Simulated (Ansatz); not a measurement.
A search over several starts for the lowest SCF solution of the cluster Pt₄ at the given spin, in a small basis.

```yaml
crystal:
  periodic: [false, false, false]
  atoms:
    - {symbol: Pt, position_ang: [0.465860, 0.286318, -1.406195]}
    - {symbol: Pt, position_ang: [1.795210, 0.404706, 0.768149]}
    - {symbol: Pt, position_ang: [-1.794775, -0.406297, -0.768327]}
    - {symbol: Pt, position_ang: [-0.466296, -0.284725, 1.406373]}
basis:
  gaussian: {orbitals: def2-SVP, initial_orbitals: start.molden}
magnetization: {spin_polarized: true, initial_magnetization: 4}
hamiltonian: {xc: pbe0, dispersion: d4}
output: {orbitals: {seedname: orbitals}}
```

The file start.molden holds the orbitals of an earlier run on this structure, at another level or in another basis.

```sh
$ ansatz run in.yaml --threads 4 --pin off --events-out ev --progress --plain --max-ram 3916MiB
```

It prints (some lines left out):

```
Functional definition: PBE0
  name "PBE0"
  cite "Adamo & Barone, J. Chem. Phys. 110, 6158 (1999) doi:10.1063/1.478522"
  cite "Perdew, Burke & Ernzerhof, Phys. Rev. Lett. 77, 3865 (1996) doi:10.1103/PhysRevLett.77.3865"
  parent pbe
  parameter a = 0.25
  parameter kappa = 0.804
  parameter beta = 0.06672455060314922
  exchange = (1 - a)*pbe_x(kappa = kappa, mu = beta*pi^2/3) + a*exact_x
  correlation = pbe_c(beta = beta)
1304 factors; integrals over basis functions are off by at most 3.7e-4 eV
mean field evaluation 1: about -12987.2491 eV, gradient 5.3e-1 eV
mean field evaluation 2: about -12987.5336 eV, gradient 3.6e-4 eV
mean field evaluation 4: about -12987.5336 eV, gradient 1.6e-5 eV
mean field evaluation 8: about -12982.3739 eV, gradient 3.1e1 eV
mean field evaluation 16: about -12986.9732 eV, gradient 7.7e-1 eV
mean field evaluation 32: about -12987.5265 eV, gradient 2.9e-1 eV
mean field evaluation 64: about -12987.0763 eV, gradient 3.9e-1 eV
mean field evaluation 96: about -12987.4880 eV, gradient 6.2e-1 eV
mean field -12987.53360429 eV, -477.2830566911 hartree, gradient 4.2e-6 eV, S^2 6.096396; 10 other end points of the search recorded, 0 dependent functions left out
reference -12987.53363640 eV, -477.2830578713 hartree; 38, 34 occupied and 90, 94 virtual orbitals, 1304 factors
Total energy: -12987.77018853 eV, -477.2917510018 hartree
```

Hardware: 4 threads of Arm Neoverse V2 on a shared host. Wall time 38 s, peak host memory 0.61 GiB.

In the def2 sets Pt takes a core potential; there is no spin–orbit coupling. At PBE0-D4/def2-TZVP a broken-symmetry singlet of charge 0 lies 0.33 eV below the quintet, each at its own geometry. The structure comes from a short search, and lower isomers may exist.
